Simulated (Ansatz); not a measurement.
The cluster SiO4H4. Total charge 0; triplet. Geometry r2SCAN-D4/def2-SVP, that of the neutral singlet; atoms count from 1.

```xyz
9

Si   -0.1714   -0.4179    0.4886
O    -0.3552    0.0285    2.1139
O     0.9407   -0.1490   -1.2463
O    -1.3477    0.3613   -0.4075
O     0.9933    0.3972    1.3605
H    -0.1481   -1.8725    0.2929
H    -1.9782    0.8264    0.1583
H     1.7216    0.3824   -1.0202
H     0.3451    0.4435   -1.7402
```

At PBE0-D4/def2-TZVP a singlet of charge 0 lies 2.49 eV below the triplet at the same geometry. The structure comes from a short search, and lower isomers may exist.

**Question.** Estimate the Mulliken populations from the PBE0/def2-TZVP orbitals of Ansatz.

**Answer.** 
| atom | charge (e) | spin (α − β) |
| --- | --- | --- |
| Si1 | 0.59 | -0.06 |
| O2 | -0.25 | 1.11 |
| O3 | -0.49 | -0.01 |
| O4 | -0.57 | 0.00 |
| O5 | -0.31 | 0.95 |
| H6 | -0.04 | -0.01 |
| H7 | 0.34 | 0.00 |
| H8 | 0.36 | 0.02 |
| H9 | 0.37 | 0.00 |
Mulliken values depend strongly on the basis.

**Question.** Where does the spin sit?

**Answer.** Summed by element: Si -0.06, O 2.05, H 0.01, of 2 unpaired in all. Largest on single atoms: O2 1.11, O5 0.95, Si1 -0.06.

**Question.** And the Mayer bond orders between heavy atoms (over 0.3)?

**Answer.** Si1–O2 1.05 (1.70 Å); Si1–O3 0.44 (2.08 Å); Si1–O4 1.13 (1.67 Å); Si1–O5 1.15 (1.67 Å); O2–O5 0.59 (1.59 Å).
